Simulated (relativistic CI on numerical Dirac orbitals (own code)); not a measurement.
What each ingredient does to the levels of S6+

Base calculation: Dirac-Coulomb-Breit CI, KLI orbitals optimised for each configuration, model QED, unscaled Slater integrals.

Configuration list (outside the closed core 1s2): 2s²2p⁶, 2s²2p⁵3s, 2s²2p⁵3p, 2s²2p⁵3d, 2s2p⁶3s, 2s²2p⁵4s, 2s²2p⁵4p, 2s²2p⁵4d, 2s2p⁶3p, 2s²2p⁵4f, 2s²2p⁴3s², 2s2p⁶3d, 2s²2p⁴3s3p, 2s²2p⁴3p², 2s²2p⁴3s3d, 2s2p⁶4s. Levels of other configurations are missing.

Variants: (1) P86 correlation estimate; (2) only the first 3 configurations. Shifts of the energy above 2s²2p⁶ ¹S0, in cm⁻¹, for the lowest level and the first level of each name with at least 55 % of one term (blank where a level changes its place among those of its configuration and J or its character, or is not in the variant):

```tsv
Level	Base	Δ(1)	Δ(2)	Measured
2s²2p⁶ ¹S0	0	0	0	0
2s²2p⁵3s ³P°2	1363774	+8831	+110	1371784
2s²2p⁵3s ³P°1	1368340	+8831	+107	1376207
2s²2p⁵3s ³P°0	1373730	+8831	+136	1381805
2s²2p⁵3s ¹P°1	1381026	+8830	+72	1388339
2s²2p⁵3p ³S1	1458104	+9311	+3723	1466883
2s²2p⁵3p ³D3	1474881	+9300	-184	1483165
2s²2p⁵3p ³D2	1476193	+9300	-148	1484428
2s²2p⁵3p ³D1	1479852	+9300	-277	1488019
2s²2p⁵3p ³P2	1484400	+9300	-304	1492496
2s²2p⁵3p ³P0	1490602	+9299	-606	1498631
2s²2p⁵3p ³P1	1492261	+9299	-487	1500286
2s²2p⁵3p ¹S0	1557300	+9300	+7414	1552707
2s²2p⁵3d ³P°0	1615037	+9253		1623623
2s²2p⁵3d ³P°1	1616237	+9253		1624773
2s²2p⁵3d ³P°2	1618773	+9252		1627260
2s²2p⁵3d ³F°4	1622335	+9247		1630083
2s²2p⁵3d ³F°3	1624483	+9247		1631989
2s²2p⁵3d ³F°2	1627779	+9247		1635337
2s²2p⁵3d ³D°1	1637435	+9247		1644599
2s²2p⁵3d ³D°3	1638664	+9247		1645921
2s²2p⁵3d ³D°2	1639235	+9247		1646576
```

At this charge configurations can still be misplaced by up to about 7 % of their energy. 22 of the 29 excited levels that our extract of the measured tables holds in this range could be paired (the sources list more); they are missed by 7550 cm⁻¹ on average and 8779 at most, and levels without a partner can miss by more.

Measured levels: NIST levels in Podobedova, Kelleher and Wiese, J. Phys. Chem. Ref. Data 38, 171 (2009); Martin, Zalubas and Musgrove, J. Phys. Chem. Ref. Data 19, 821 (1990).

Ionisation energy from the two ground configurations alone: base 279.356 eV; P86 correlation estimate 280.841 eV. The NIST ASD value (measured) is 280.954 eV.

LS names give the leading component of a level, which can be under half, so a name can repeat, a term be missing and a line seem to break the LS rules.
